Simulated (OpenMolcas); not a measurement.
Computed levels of 3s2 3p3 in ions with 15 electrons, in cm-1 above 4S* 3/2.

* Program: OpenMolcas
* Method: SS-CASPT2, IPEA 0.25 Eh, imaginary shift 0.1 Eh
* Basis: ANO-R2
* Scalar Hamiltonian: X2C, finite nucleus
* Spin-orbit coupling: RASSI with atomic mean-field integrals over the reference wave functions, term energies averaged over their components

Active space for each ion: 5 electrons in 4 orbitals (3s 3p); closed shells correlated by CASPT2: 2s 2p.

| Level | S+ | Ar3+ |
| --- | --- | --- |
| 2D* 3/2 | 15700 | 22060 |
| 2D* 5/2 | 15730 | 22170 |
| 2P* 1/2 | 25340 | 35970 |
| 2P* 3/2 | 25360 | 36080 |

**Question.** Estimate 2D* 3/2, 2D* 5/2 for Cl2+ from its neighbours S+ and Ar3+.

**Answer.** 2D* 3/2 is another term, which grows about linearly with the charge: (15700 + 22060) / 2 = 18880. The calculation gives 19000, so the estimate is off by -0.6 %; the measured value is 18053 (Moore, Atomic Energy Levels, vol. I, NSRDS-NBS 35 (1971 reprint of NBS Circular 467, 1949)).
2D* 5/2 is another term, which grows about linearly with the charge: (15730 + 22170) / 2 = 18950. The calculation gives 19060, so the estimate is off by -0.6 %; the measured value is 18120 (Moore, Atomic Energy Levels, vol. I, NSRDS-NBS 35 (1971 reprint of NBS Circular 467, 1949)).

CASPT2 breaks the degeneracy within a term, and the mean is taken; among the terms shown or strongly mixed into the levels shown the widest spread is 240 cm-1 (3s2 3p3 2D*, Cl2+). Over all roots computed the reference weight is 0.88 to 0.95 in S+, 0.87 to 0.96 in Cl2+, 0.88 to 0.96 in Ar3+; the roots of lowest weight are the least certain, and an intruder state may touch them. Measured partners are found by configuration, term and J. A level has none where our copy of the source lacks it or the pairing is in doubt (some pairs that miss far off the trend of their configuration count as doubtful), and it then counts in no deviation. Levels of configurations outside the active space are missing.

* marks odd parity.
